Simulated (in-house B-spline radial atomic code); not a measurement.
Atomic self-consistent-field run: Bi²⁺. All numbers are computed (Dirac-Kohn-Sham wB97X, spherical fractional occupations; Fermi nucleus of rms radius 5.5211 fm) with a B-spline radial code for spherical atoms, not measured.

Command:
```bash
python run_scf.py task.json out
```
Settings (nuclear radius in fm, mass in u):
```
Z                83
configuration    [Xe] 4f14 5d10 6s2 6p1
hamiltonian      dirac
method           wb97x
spin_polarised   False
nucleus          fermi
rms_radius       5.5211
atomic_mass      208.9804
speed_of_light   137.035999084
```

Output (hartree, bohr):
```
 radial grid: 80 intervals, B-splines of order 8, outer radius 60 bohr

 iter        energy (Eh)    residual
    1      -21573.267781    9.68e-01
    2      -21573.941805    1.48e-01
    3      -21574.299625    2.19e-02
    4      -21574.301434    1.03e-02
    5      -21574.301771    9.45e-04
    6      -21574.301786    3.18e-04
    7      -21574.301787    6.87e-05
    8      -21574.301787    2.49e-05
    9      -21574.301787    4.92e-06
   10      -21574.301787    2.21e-06
   11      -21574.301787    2.45e-07

 total energy                    -21574.30179
 kinetic                           25197.1923
 electron-nucleus                 -54618.4514
 Hartree                            8245.3016
 exact exchange                      -72.5660
 exchange-correlation               -325.7782

 first-order corrections (not in the total)
   Gaunt                            28.9538
   retardation                      -3.0706
   frequency dependence             -0.5928
   self-energy                      22.0562
   Uehling                          -4.7576
   Wichmann-Kroll                    0.2225
   recoil                            0.0336

 orbital      occ     eigenvalue          <r>       <r^2>       <1/r>       r_max    small
 1s1/2      2.000     -3328.9269    0.0157959 0.000346412     103.179     0.00966  1.01e-01
 2s1/2      2.000      -599.2666    0.0657818  0.00518882     25.5745     0.05642  2.32e-02
 2p1/2      2.000      -575.8252    0.0538977  0.00364498      25.529      0.0412  2.33e-02
 2p3/2      4.000      -490.5723    0.0629347   0.0048241     20.2412     0.04902  2.05e-02
 3s1/2      2.000      -145.6718     0.170987   0.0335933     9.37689      0.1587  7.84e-03
 3p1/2      2.000      -135.0431     0.161532   0.0304938     9.28812      0.1478  7.79e-03
 3p3/2      4.000      -115.9180     0.177981   0.0367964      7.9044      0.1636  6.95e-03
 3d3/2      4.000       -98.4670      0.15452   0.0280272     7.80219      0.1269  6.83e-03
 3d5/2      6.000       -94.4169     0.159496   0.0297323     7.49659      0.1312  6.61e-03
 4s1/2      2.000       -34.2730     0.376922      0.1605     3.98504      0.3564  2.71e-03
 4p1/2      2.000       -29.6377     0.377771    0.162514     3.87591      0.3538  2.62e-03
 4p3/2      4.000       -24.9123     0.412167    0.193078     3.40069      0.3855  2.30e-03
 4d3/2      4.000       -17.3566     0.415844    0.199715     3.20545      0.3764  2.09e-03
 4d5/2      6.000       -16.4726     0.426852    0.210207     3.09841       0.386  2.01e-03
 5s1/2      2.000        -6.7170     0.833984    0.778993     1.66096      0.7734  7.36e-04
 5p1/2      2.000        -5.0970     0.888142     0.88878     1.53994      0.8093  6.49e-04
 5p3/2      4.000        -4.1886     0.976496     1.07483     1.36669      0.8846  5.48e-04
 4f5/2      6.000        -6.6556     0.437645    0.228624     2.76748      0.3399  1.65e-03
 4f7/2      8.000        -6.4524     0.443768    0.234997     2.72663      0.3444  1.62e-03
 5d3/2      4.000        -1.8914      1.19828     1.65521     1.09651       1.014  3.67e-04
 5d5/2      6.000        -1.7788      1.23948     1.77259     1.05601       1.044  3.45e-04
 6s1/2      2.000        -1.2618      2.08703     4.88552    0.617459       1.848  1.27e-04
 6p1/2      0.333        -0.7015      2.49245     7.01335    0.509841       2.156  8.62e-05
 6p3/2      0.667        -0.6068      2.75858     8.57395    0.455151       2.402  7.01e-05

 Slater integrals (Eh)
   F0(6s1/2,6s1/2)               0.431304
   F0(6s1/2,6p1/2)               0.390932
   G1(6s1/2,6p1/2)               0.259570
   F0(6s1/2,6p3/2)               0.365591
   G1(6s1/2,6p3/2)               0.214627
   F0(6p1/2,6p1/2)               0.361652
   F0(6p1/2,6p3/2)               0.342435
   G2(6p1/2,6p3/2)               0.181376
   F0(6p3/2,6p3/2)               0.326786
   F2(6p3/2,6p3/2)               0.178548
```

Cost of the run: 16 s on 1 thread of Arm Neoverse V1, with other jobs on the host.

For the Dirac Hamiltonian the kinetic term is c α·p + (β - 1)c².

Caution: exact exchange at fractional occupations of open shells leaves self-interaction of up to several eV.
